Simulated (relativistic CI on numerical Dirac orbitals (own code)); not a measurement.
# Inner-shell lines of Ce⁵⁵⁺

Calculated at this level of theory: Dirac-Coulomb-Breit CI, orbitals from a KLI potential per configuration, model QED, valence Slater integrals scaled by 0.9 (own radial code, finite nucleus).

Configurations in the expansion: 1s2 2s, 1s 2s 2p, 1s 2s 3p, 1s 2p2, 1s 2p 3p, 1s2 2p. Levels of other configurations are missing.

The table holds the strongest lines. The upper levels have an inner-shell vacancy. Auger decay, open to those above the ionisation limit, is not computed, and radiative decays to configurations outside the model are missing too. Absolute energies can be off by a few tenths of a per cent, and at this charge the scaling can make term splittings too narrow, so close lines can change order. LS names give the leading component, which can be well under half, for lower levels too. Brackets number the levels in order of energy.

| λ (Å) | Upper | Lower | A (s⁻¹) | gA (s⁻¹) |
| --- | --- | --- | --- | --- |
| 0.354339 | 1s 2s 2p 4P°_3/2 [5] | 1s2 2s 2S_1/2 [1] | 3.92e+15 | 1.57e+16 |
| 0.354307 | 1s 2p2 4P_3/2 [12] | 1s2 2p 2P°_3/2 [3] | 2.36e+15 | 9.45e+15 |
| 0.35422 | 1s 2p2 2D_5/2 [13] | 1s2 2p 2P°_3/2 [3] | 4.34e+15 | 2.61e+16 |
| 0.354216 | 1s 2p2 4P_1/2 [7] | 1s2 2p 2P°_1/2 [2] | 6.44e+15 | 1.29e+16 |
| 0.35402 | 1s 2p2 2P_1/2 [14] | 1s2 2p 2P°_3/2 [3] | 4.43e+15 | 8.86e+15 |
| 0.353817 | 1s 2p2 2D_3/2 [15] | 1s2 2p 2P°_3/2 [3] | 2.08e+15 | 8.32e+15 |
| 0.353425 | 1s 2s 2p 2P°_1/2 [6] | 1s2 2s 2S_1/2 [1] | 3.51e+15 | 7.01e+15 |
| 0.348974 | 1s 2p2 4P_5/2 [16] | 1s2 2p 2P°_3/2 [3] | 2.42e+15 | 1.45e+16 |
| 0.348951 | 1s 2p2 2P_1/2 [14] | 1s2 2p 2P°_1/2 [2] | 9.25e+15 | 1.85e+16 |
| 0.348761 | 1s 2s 2p 2P°_3/2 [9] | 1s2 2s 2S_1/2 [1] | 7.64e+15 | 3.06e+16 |
| 0.348754 | 1s 2p2 2D_3/2 [15] | 1s2 2p 2P°_1/2 [2] | 8.32e+15 | 3.33e+16 |
| 0.348564 | 1s 2p2 2P_3/2 [17] | 1s2 2p 2P°_3/2 [3] | 1.33e+16 | 5.31e+16 |
| 0.348399 | 1s 2s 2p 2P°_1/2 [10] | 1s2 2s 2S_1/2 [1] | 8.15e+15 | 1.63e+16 |
| 0.348369 | 1s 2p2 2S_1/2 [18] | 1s2 2p 2P°_3/2 [3] | 6.77e+15 | 1.35e+16 |
| 0.348092 | 1s 2s 2p 2P°_3/2 [11] | 1s2 2s 2S_1/2 [1] | 1.56e+15 | 6.24e+15 |
| 0.299107 | 1s 2p 3p 2D_5/2 [33] | 1s2 2p 2P°_3/2 [3] | 9.87e+14 | 5.92e+15 |
| 0.29804 | 1s 2p 3p 2D_3/2 [32] | 1s2 2p 2P°_1/2 [2] | 1.79e+15 | 7.15e+15 |
| 0.297923 | 1s 2p 3p 4P_5/2 [39] | 1s2 2p 2P°_3/2 [3] | 1.37e+15 | 8.19e+15 |
| 0.297806 | 1s 2s 3p 2P°_3/2 [26] | 1s2 2s 2S_1/2 [1] | 1.46e+15 | 5.85e+15 |
| 0.297783 | 1s 2p 3p 2D_5/2 [41] | 1s2 2p 2P°_3/2 [3] | 9.42e+14 | 5.65e+15 |
